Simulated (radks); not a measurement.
Mg1.25+, 10.75 electrons, occupied as [He] 2s2 3s2 2p(up 2.5, down 2.25) (fractional occupations, a model configuration). Calculated with a radial shooting solver on a logarithmic mesh with Libxc functionals: scalar-relativistic Kohn-Sham, r2SCAN, spin-polarised, spherical densities, finite nucleus; meta-GGA in the generalised Kohn-Sham scheme; Fermi nuclear charge, rms radius 3.057 fm.

Normalised radial functions P(r) = r R(r), r in bohr:

r        1s down  2p down    3s up
0.01562   1.0480   0.0128   0.0809
0.01986   1.2653   0.0201   0.0974
0.02525   1.5070   0.0314   0.1155
0.03184   1.7553   0.0480   0.1335
0.04047   2.0119   0.0737   0.1511
0.05145   2.2435   0.1117   0.1648
0.06541   2.4166   0.1665   0.1706
0.08315   2.4919   0.2433   0.1632
0.1057    2.4322   0.3470   0.1367
0.1344    2.2153   0.4799   0.0861
0.1708    1.8499   0.6397   0.0093
0.2172    1.3847   0.8180  -0.0900
0.2761    0.9041   0.9934  -0.1974
0.3509    0.4994   1.1333  -0.2870
0.4461    0.2247   1.2002  -0.3253
0.5672    0.0776   1.1623  -0.2807
0.721     0.0193   1.0134  -0.1390
0.9166    0.0032   0.7800   0.0833
1.165     0.0003   0.5170   0.3410
1.469     0.0000   0.2927   0.5683
1.868     0.0000   0.1336   0.7029
2.375     0.0000   0.0485   0.6863
3.019     0.0000   0.0126   0.5326
3.838     0.0000   0.0022   0.3198
4.879     0.0000   0.0002   0.1418
6.202     0.0000   0.0000   0.0438
7.884     0.0000   0.0000   0.0088

1s down: eigenvalue -1309.2 eV, 0 radial nodes, <r> = 0.130 bohr, 90 % of the charge inside 0.233 bohr. 2p down: eigenvalue -78.920 eV, 0 radial nodes, <r> = 0.640 bohr, 90 % of the charge inside 1.07 bohr. 3s up: eigenvalue -17.171 eV, 2 radial nodes at r = 0.175, 0.844 bohr, <r> = 2.39 bohr, 90 % of the charge inside 3.56 bohr.
